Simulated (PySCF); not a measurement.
**Electron correlation in Tl⁻ (thallium, charge -1)**

[Xe] 4f14 5d10 6s2 6p2, high-spin 3P determinant. Calculation: PySCF 2.14, in def2-QZVPPD with the def2 core potential (60 electrons) (8s6p5d4f1g, 88 functions); scalar relativity through the core potential. Frozen: nothing; 22 electrons correlated.

MP2 pair energies summed by pair of shells (mhartree):

```tsv
pair	energy	share (%)
5d-5d	-282.35	48.5
5d-6s	-90.77	15.6
5p-5d	-80.09	13.8
5p-5p	-29.14	5.0
5d-6p	-25.57	4.4
6s-6p	-19.33	3.3
6s-6s	-14.39	2.5
5s-5d	-14.29	2.5
5s-5p	-9.55	1.6
5p-6s	-7.70	1.3
6p-6p	-3.56	0.6
5s-5s	-2.58	0.4
5p-6p	-1.78	0.3
5s-6s	-0.65	0.1
5s-6p	-0.13	0.0
```

Total MP2 correlation energy: -581.86 mhartree.

Same-spin part -204.72 and opposite-spin part -377.14 mhartree; SCS-MP2 scales them by 1/3 and 6/5 to -520.81 mhartree.

The basis has no tight functions for the innermost shells, so their pair energies are far from complete.

This basis was not built for core-valence correlation, so the inner-shell part is incomplete.

Spin-orbit coupling is strong in this species, so the high-spin LS determinant is a model state.
